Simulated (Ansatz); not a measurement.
One geometry of In₈P₇F₃, several levels of theory.

```yaml
crystal:
  periodic: [false, false, false]
  atoms:
    - {symbol: P, position_ang: [-0.963832, -1.653598, 1.631824]}
    - {symbol: P, position_ang: [-2.335925, 1.128629, -0.240887]}
    - {symbol: P, position_ang: [-0.575760, -1.762328, -2.050003]}
    - {symbol: P, position_ang: [-0.892381, -0.530385, -0.289197]}
    - {symbol: P, position_ang: [3.372794, -0.654548, -0.448608]}
    - {symbol: P, position_ang: [0.589544, 1.987386, -3.156168]}
    - {symbol: P, position_ang: [0.976067, 3.051835, 1.416885]}
    - {symbol: In, position_ang: [-2.067121, -3.762733, -0.516872]}
    - {symbol: In, position_ang: [-4.054401, -0.816663, 1.104584]}
    - {symbol: In, position_ang: [1.558170, -1.758831, 0.977328]}
    - {symbol: In, position_ang: [-1.903596, 0.565636, -3.114011]}
    - {symbol: In, position_ang: [1.502979, -0.109636, -2.094743]}
    - {symbol: In, position_ang: [-0.519967, 1.038339, 2.212411]}
    - {symbol: In, position_ang: [2.904941, 1.371944, 1.132628]}
    - {symbol: In, position_ang: [-0.059006, 2.498394, -0.809056]}
    - {symbol: F, position_ang: [-3.769135, -2.311437, -0.498752]}
    - {symbol: F, position_ang: [1.737728, -0.060979, 2.477327]}
    - {symbol: F, position_ang: [4.498901, 1.778994, 2.265308]}
basis:
  gaussian: {orbitals: def2-SVP, initial_orbitals: start.molden}
hamiltonian: {xc: pbe, dispersion: d4}
scf: {omitted_lower_state_checks: [starts]}
output: {orbitals: {seedname: orbitals}}
```

The file start.molden holds the orbitals of an earlier run on this structure, at another level or in another basis.

```sh
$ ansatz run in.yaml --threads 2 --pin off --events-out ev --progress --plain --max-ram 32768MiB --backend cuda --devices 0, --max-vram 18GiB
```

Shortened log:

```
Functional definition: PBE
4421 factors; their error is unknown
mean field evaluation 1: about -114512.9074 eV, gradient 6.1e1 eV
mean field evaluation 2: about -114514.2202 eV, gradient 2.2e0 eV
mean field evaluation 4: about -114514.1960 eV, gradient 1.1e-1 eV
mean field evaluation 8: about -114514.1961 eV, gradient 1.4e-5 eV
mean field -114514.19610132 eV, -4208.3190862134 hartree, gradient 1.4e-5 eV, S^2 0.000000; 0 other end points of the search recorded, 0 dependent functions left out
reference -114514.19617330 eV, -4208.3190888588 hartree; 150, 150 occupied and 226, 226 virtual orbitals, 4421 factors
Total energy: -114516.49325563 eV, -4208.4035050775 hartree
Checks for a lower state left out: starts
```

Hardware: 2 threads of AMD EPYC 7R13 on a shared host and a share (18 GiB) of an NVIDIA H100 80GB HBM3. Wall time 6.5 s, peak host memory 1.1 GiB.

As the first input, with `gaussian: {orbitals: def2-TZVP, fitting: {mean_field: def2-universal-jkfit}, initial_orbitals: start.molden}`, `hamiltonian: {xc: pbe0, dispersion: d4}` (abridged; 13 s):

```
Functional definition: PBE0
mean field -114551.38847857 eV, -4209.6858808677 hartree, gradient 8.4e-5 eV, S^2 0.000000
Total energy: -114553.45800050 eV, -4209.7619343958 hartree
Checks for a lower state left out: starts
```

The first input with `hamiltonian: {xc: pbe}`, `correlation: {method: rpa}` and without the key `output` (abridged; 11 s):

```
Functional definition: PBE
mean field -114514.19604846 eV, -4208.3190842709 hartree, gradient 6.3e-6 eV, S^2 0.000000
70 core orbitals not correlated: weight in the atoms' cores, before any rotation towards them, 1.000 or more for the frozen orbitals, at most 0.000 for the correlated occupied ones
Total energy: -114276.22590834 eV, -4199.5738429235 hartree
Checks for a lower state left out: starts
```

First input, but with `gaussian: {orbitals: STO-3G}`, `hamiltonian: {xc: hf}` (abridged; 10 s):

```
Functional definition: HF
mean field -1309299.79093192 eV, -48115.8798414748 hartree, gradient 2.7e-5 eV, S^2 0.000000
Total energy: -1309299.79093192 eV, -48115.8798414748 hartree
Checks for a lower state left out: starts
```

Geometry: PBE-D4/def2-SVP.

In the def2 sets In takes a core potential, while STO-3G treats all electrons; there is no spin–orbit coupling. Correlated methods freeze 70 core orbitals; core or outer-core shells of In are correlated, in sets that lack core-valence functions. Single mean-field runs in def2-TZVP are fitted with def2-universal-jkfit. The restricted singlet is unstable towards broken spin symmetry in Hartree–Fock (as tested in another run); at PBE-D4/def2-SVP, PBE0-D4/def2-TZVP, HF/STO-3G this wasn't settled.
